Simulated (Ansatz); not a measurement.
`O=C=[N][Hf]([F])([F])[F]`. Charge 0, multiplicity 1. Correlated methods include outer-core shells of Hf, which these sets cover unevenly. Hf takes the def2 core potential.

| atom | x (Å) | y (Å) | z (Å) |
| --- | --- | --- | --- |
| O1 | -1.706 | -1.326 | 2.476 |
| C2 | -1.104 | -0.858 | 1.601 |
| N3 | -0.479 | -0.372 | 0.694 |
| Hf4 | 0.572 | 0.444 | -0.830 |
| F5 | 0.167 | 2.291 | -0.973 |
| F6 | 0.121 | -0.419 | -2.457 |
| F7 | 2.430 | 0.239 | -0.512 |

(1) Give the diagnostics of a CCSD(T)/def2-TZVPP run (frozen core, Ansatz). (Best estimate.)

Answers

(1) Ansatz gave: T1 = 0.0172, largest single amplitude 0.036, largest double 0.025, (T) share of the correlation energy 3.9 %, 9 CCSD cycles. The RHF solution is stable towards an unrestricted one. T1 lies under the customary mark of 0.02 for closed shells.
